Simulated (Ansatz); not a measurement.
```tsv
atom	x (Å)	y (Å)	z (Å)
C	0.4919	-0.0004	0.0003
H	1.1106	0.6461	0.6462
H	1.1112	-0.6463	-0.6452
F	-0.2877	0.7753	-0.7757
F	-0.2868	-0.7749	0.7758
```

Basis set: 6-31G* (spherical functions). Frozen core: 3 orbitals. Charge 0, multiplicity 1.

Computed with Ansatz (development build ahead of 0.2.0); each method stands on the lowest determinant of its kind that the runs found. Restricted open shells among the atoms or ions are ROHF, correlated in semicanonical orbitals with singles.

**Question.** Give the atomization energy at this shape (free ground-state atoms in the same class of orbitals less the molecule, no zero-point energy) of singlet CH₂F₂ by RHF-MP2, RHF.

**Answer.**

| method | atomization energy |
| --- | --- |
| RHF-MP2 | 17.92 eV |
| RHF | 13.58 eV |
